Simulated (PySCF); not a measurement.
**How the method changes the constants of RbCd⁺**

State: ¹Σ⁺ (singlet), closed shell. Set-up: PySCF, scalar-relativistic core potentials, basis sets Rb def2-SVP with ECP28, Cd def2-SVP with ECP28. De refers to Rb⁺ + Cd in their ground configurations, without counterpoise correction. A positive dipole points towards Cd; it is taken about the centre of mass and depends on that origin.

| Level | Re (Å) | ωe (cm⁻¹) | De (eV) | μ (D) | CPU s a point (SCF and correlation, without the integrals) |
| --- | --- | --- | --- | --- | --- |
| RHF-MP2 | 3.833 | 47.4 | 0.194 | n/a | 0.14 |
| RHF-SCS-MP2 | 3.882 | 45.6 | 0.181 | n/a | n/a |
| RHF-CCSD | 3.902 | 44.8 | 0.183 | n/a | n/a |
| RHF-CCSD(T) | 3.890 | 45.0 | 0.184 | n/a | 6.6 |
| PBE | 3.819 | 50.0 | 0.203 | -8.17 | 0.51 |
| BLYP | 3.899 | 45.5 | 0.165 | -8.50 | 0.34 |
| r²SCAN | 3.843 | 48.3 | 0.178 | -8.33 | 0.81 |
| PBE0 | 3.839 | 49.4 | 0.196 | -8.16 | 1.1 |
| BHandHLYP | 3.898 | 47.2 | 0.178 | -8.34 | 0.41 |
| B2PLYP | 3.872 | 47.0 | 0.180 | -8.24 | 0.56 |

The bond length runs from 3.819 Å (PBE) to 3.902 Å (RHF-CCSD). De spans 0.17 eV (BLYP, GGA) to 0.20 eV (PBE, GGA).

Correlated steps freeze no core orbitals. Closed-shell solutions of metal pairs were not tested for spin polarisation, which can lower them a little. The bond is weak. Basis-set superposition, not corrected here, can be much of De in a small basis, most of all at correlated wavefunction levels. For an ion De counts to the pair picked by the measured ionisation energies or electron affinities, which need not be the lowest pair at this level. B2PLYP dipoles, levels and charges come from its SCF part alone.

The whole job (state search and all levels along the bond) took about 2 min on 1 thread of Arm Neoverse V1 (shared host), peak memory 0.67 GiB.
